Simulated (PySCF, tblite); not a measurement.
One entry of a table of gas-phase calculations, keyed by method. Lists by class give the value and the number of equivalent atoms.

```json
{
 "formula": "C3H12N2Si2",
 "smiles": "[SiH3]N[C@H]1CNC[SiH2]1",
 "inchi": "InChI=1S/C3H12N2Si2/c6-5-3-1-4-2-7-3/h3-5H,1-2,7H2,6H3/t3-/m1/s1",
 "charge": 0,
 "multiplicity": 1,
 "geometry_level": "GFN2-xTB",
 "atoms_angstrom": [
  ["Si", 2.8, 0.497, -0.203],
  ["N", 1.313, -0.274, 0.175],
  ["C", 0.166, -0.274, -0.726],
  ["C", -0.823, -1.389, -0.34],
  ["N", -1.649, -0.993, 0.783],
  ["C", -2.243, 0.309, 0.477],
  ["Si", -0.894, 1.309, -0.464],
  ["H", 3.633, 0.243, 0.971],
  ["H", 2.505, 1.915, -0.41],
  ["H", 3.468, -0.015, -1.412],
  ["H", 1.381, -1.141, 0.689],
  ["H", 0.495, -0.43, -1.762],
  ["H", -0.303, -2.321, -0.095],
  ["H", -1.49, -1.583, -1.185],
  ["H", -1.054, -0.896, 1.602],
  ["H", -2.603, 0.766, 1.397],
  ["H", -3.116, 0.126, -0.155],
  ["H", -0.226, 2.284, 0.392],
  ["H", -1.369, 1.877, -1.726]
 ],
 "electronic_structure_code": "PySCF",
 "results": {
  "GFN2-xTB geometry": {
   "point_group": "C1",
   "rotational_constants_GHz": [3.336, 1.083, 0.919]
  },
  "CAM-B3LYP/def2-SVPD ground state and vertical TDDFT (core frozen in the response)": {
   "dipole_D": 0.4,
   "homo_eV": -7.64,
   "lumo_eV": 1.03,
   "S1_eV": 5.68,
   "strongest_line_of_8_singlets_eV": 6.35,
   "T1_tda_eV": 5.45,
   "polarisability_au": 102.1,
   "r2_bohr2_about_centre_of_nuclear_charge": 1349.5,
   "singlets_eV_and_f": [
    [5.68, 0.01],
    [5.87, 0.003],
    [6.35, 0.064],
    [6.43, 0.001],
    [6.57, 0.042],
    [6.81, 0.03],
    [6.87, 0.007],
    [6.9, 0.017]
   ],
   "triplets_tda_eV": [5.45, 5.63, 5.9]
  },
  "PBE0/pcSseg-1 ground state and GIAO shieldings, non-relativistic": {
   "shift_vs_computed_TMS_C_by_class_ppm": [
    [66.8, 1],
    [50.0, 1],
    [36.8, 1]
   ],
   "shift_vs_computed_TMS_H_by_class_ppm": [
    [4.58, 3],
    [4.31, 1],
    [3.89, 1],
    [3.01, 1],
    [3.01, 1],
    [2.92, 1],
    [2.64, 1],
    [2.34, 1],
    [1.02, 1],
    [-0.75, 1]
   ],
   "shielding_other_nuclei_by_class_ppm": [
    ["N", 214.1, 1],
    ["N", 239.4, 1],
    ["Si", 378.3, 1],
    ["Si", 408.7, 1]
   ],
   "charges_hirshfeld_e_by_atom": [0.34, -0.25, -0.07, -0.03, -0.17, -0.12, 0.32, -0.08, -0.08, -0.09, 0.1, 0.02, 0.04, 0.04, 0.1, 0.04, 0.04, -0.07, -0.08]
  },
  "GFN2-xTB harmonic vibrations, gas phase": {
   "strongest_ir_bands_cm-1_km_per_mol_modes": [
    [755.6, 264.9, 1],
    [803.2, 281.6, 1],
    [2159.6, 386.6, 1],
    [2263.7, 256.6, 1],
    [2269.1, 457.6, 1],
    [2304.0, 312.7, 1]
   ],
   "zpe_kcal_per_mol": 90.9
  }
 }
}
```

S1 lies 2.99 eV below the HOMO–LUMO gap; its leading configuration is HOMO→LUMO, weight 0.66. The dipole equals about 1.3 × 10⁻³⁰ C·m (1 D = 3.33564 × 10⁻³⁰ C·m). The vertical singlet–triplet gap S1 − T1 is 0.23 eV (TDDFT singlet less Tamm–Dancoff triplet; S1: HOMO→LUMO, weight 0.66; T1: HOMO→LUMO, weight 0.56).

 NMR classes are plain means over equivalent atoms (diastereotopic ones count apart unless rotation or inversion swaps them), as if these changed places fast; in this geometry the members of some classes differ.

One conformer stands for the species.
